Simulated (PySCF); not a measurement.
CH₃F₃Ge (SMILES F[C](F)(F)[GeH3]), singlet, at a GFN2-xTB geometry; PBE0/6-31G*, polarisability (PySCF).

Input for PySCF:
```python
from pyscf import gto, scf, dft
from pyscf.prop import polarizability

mol = gto.M(
    atom='''
Ge    1.13633299    0.18971772   -0.01097959
C    -0.83285592   -0.13905037    0.00804730
F    -1.47501333    0.66443613    0.87407741
F    -1.13513721   -1.40102530    0.36019803
F    -1.39540509    0.06783725   -1.19557257
H     1.33366205    1.60070618   -0.44038369
H     1.72500036   -0.77445444   -0.97951346
H     1.62581793   -0.04414920    1.37463429
''',
    basis='6-31g*',
    verbose=4,
)

mf = dft.RKS(mol)
mf.xc = 'pbe0'
mf.kernel()
alpha = mf.Polarizability().polarizability()[2, 2]
print('alpha_zz =', alpha)
```

Predict the main parts of the log of this PySCF run.


```
site-packages/pyscf/prop/efg/rhf.py:45: UserWarning: Module EFG is under testing
  warnings.warn('Module EFG is under testing')
site-packages/pyscf/prop/efg/dhf.py:30: UserWarning: Module EFG is under testing
  warnings.warn('Module EFG is under testing')
site-packages/pyscf/prop/zfs/uhf.py:40: UserWarning: Module ZFS is under testing
  warnings.warn('Module ZFS is under testing')
site-packages/pyscf/prop/gtensor/uhf.py:43: UserWarning: Module g-tensor is under testing
  warnings.warn('Module g-tensor is under testing')
site-packages/pyscf/prop/gtensor/uks.py:41: UserWarning: Module g-tensor is under testing
  warnings.warn('Module g-tensor is under testing')
site-packages/pyscf/prop/hfc/uks.py:35: UserWarning: Module HFC is under testing
  warnings.warn('Module HFC is under testing')
site-packages/pyscf/prop/magnetizability/rhf.py:39: UserWarning: Module magnetizability is under testing
  warnings.warn('Module magnetizability is under testing')
site-packages/pyscf/prop/magnetizability/uhf.py:37: UserWarning: Module magnetizability is under testing
  warnings.warn('Module magnetizability is under testing')
site-packages/pyscf/prop/magnetizability/rks.py:37: UserWarning: Module magnetizability is under testing
  warnings.warn('Module magnetizability is under testing')
site-packages/pyscf/prop/magnetizability/uks.py:39: UserWarning: Module magnetizability is under testing
  warnings.warn('Module magnetizability is under testing')
site-packages/pyscf/prop/polarizability/uhf.py:34: UserWarning: Module polarizability is under testing
  warnings.warn('Module polarizability is under testing')
site-packages/pyscf/prop/polarizability/rks.py:29: UserWarning: Module polarizability is under testing
  warnings.warn('Module polarizability is under testing')
site-packages/pyscf/prop/polarizability/uks.py:29: UserWarning: Module polarizability is under testing
  warnings.warn('Module polarizability is under testing')
PySCF version 2.14.0

[INPUT] verbose = 4
[INPUT] num. atoms = 8
[INPUT] num. electrons = 68
[INPUT] charge = 0
[INPUT] spin (= nelec alpha-beta = 2S) = 0
[INPUT] symmetry False subgroup None
[INPUT] Mole.unit = angstrom
[INPUT] Symbol           X                Y                Z      unit          X                Y                Z       unit  Magmom
[...]
nuclear repulsion = 388.337329292327
number of shells = 42
number of NR pGTOs = 215
number of NR cGTOs = 94
basis = 6-31g*
ecp = {}

******** <class 'pyscf.dft.rks.RKS'> ********
method = RKS
initial guess = minao
damping factor = 0
level_shift factor = 0
DIIS = <class 'pyscf.scf.diis.CDIIS'>
diis_start_cycle = 1
diis_space = 8
diis_damp = 0
SCF conv_tol = 1e-09
SCF conv_tol_grad = None
SCF max_cycles = 50
direct_scf = True
direct_scf_tol = 1e-13
XC library pyscf.dft.libxc version 7.1.2
    S. Lehtola, C. Steigemann, M. J. T. Oliveira, and M. A. L. Marques,  SoftwareX 7, 1–5 (2018)
XC functionals = pbe0
    C. Adamo and V. Barone,  J. Chem. Phys. 110, 6158 (1999)
    M. Ernzerhof and G. E. Scuseria,  J. Chem. Phys. 110, 5029 (1999)
radial grids:
    Treutler-Ahlrichs [JCP 102, 346 (1995); DOI:10.1063/1.469408] (M4) radial grids

becke partition: Becke, JCP 88, 2547 (1988); DOI:10.1063/1.454033
pruning grids: <function nwchem_prune>
grids dens level: 3
symmetrized grids: False
atomic radii adjust function: <function treutler_atomic_radii_adjust>
small_rho_cutoff = 0
Set gradient conv threshold to 3.16228e-05
Initial guess from minao.
tot grids = 106968
init E= -2415.45373749386
[...]
cycle= 1 E= -2415.41188438546  delta_E= 0.0419  |g|= 0.902  |ddm|= 2.69
[...]
cycle= 2 E= -2415.26419264505  delta_E= 0.148  |g|= 1.33  |ddm|= 1.21
[...]
cycle= 3 E= -2415.54228936049  delta_E= -0.278  |g|= 0.0628  |ddm|= 0.744
[...]
cycle= 4 E= -2415.54269131217  delta_E= -0.000402  |g|= 0.0294  |ddm|= 0.049
[...]
cycle= 5 E= -2415.54278364463  delta_E= -9.23e-05  |g|= 0.00263  |ddm|= 0.0177
[...]
cycle= 6 E= -2415.54278495975  delta_E= -1.32e-06  |g|= 0.000447  |ddm|= 0.00258
[...]
cycle= 7 E= -2415.54278500672  delta_E= -4.7e-08  |g|= 0.000156  |ddm|= 0.000515
[...]
cycle= 8 E= -2415.54278501123  delta_E= -4.5e-09  |g|= 2.67e-05  |ddm|= 0.000154
[...]
cycle= 9 E= -2415.54278501142  delta_E= -1.9e-10  |g|= 3.04e-06  |ddm|= 3.29e-05
[...]
Extra cycle  E= -2415.54278501141  delta_E= 1.27e-11  |g|= 3.29e-06  |ddm|= 8.9e-06
converged SCF energy = -2415.54278501141
Isotropic polarizability 36.3680421609
Polarizability anisotropy 4.50868549357
alpha_zz = 34.802100873956896
```
